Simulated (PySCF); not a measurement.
## BiP: from constants to spectrum

RHF-CCSD(T) constants of BiP, ¹Σ⁺ (singlet), closed shell (basis Bi def2-SVP with ECP60, P def2-SVP; scalar-relativistic core potentials; PySCF 2.14; masses 208.9804 and 30.9738 u):

- ωe: 424.8 cm⁻¹
- ωexe: 1.46 cm⁻¹
- Be: 0.11455 cm⁻¹
- αe: 0.000452 cm⁻¹
- D (centrifugal): 3.33e-08 cm⁻¹
- De to Bi + P: 2.33 eV

Give the band origin of the fundamental and the first lines of its P and R branches.

ν0 = ωe − 2ωexe = 421.9 cm⁻¹, B0 = 0.11432, B1 = 0.11387 cm⁻¹.

```
J″  P(J″) − ν0  R(J″) − ν0
 0                   0.228
 1      -0.229       0.455
 2      -0.458       0.681
 3      -0.689       0.906
 4      -0.920       1.130
 5      -1.152       1.353
 6      -1.385       1.575
```

Near which J would the R branch turn back, without centrifugal distortion?

At J ≈ (B0 + B1)/(2(B0 − B1)) − 1 ≈ 250.

Correlated steps freeze 9 core orbitals. Correlated levels converge slowly with the basis: in double zeta they bind strong bonds too weakly, by up to about 1 eV, and carry superposition errors of some tenths. These are scalar-relativistic numbers at best; spin–orbit coupling would shift them, the dissociation energy most. Where the molecule has an RHF reference, its open-shell atoms are computed with UHF.
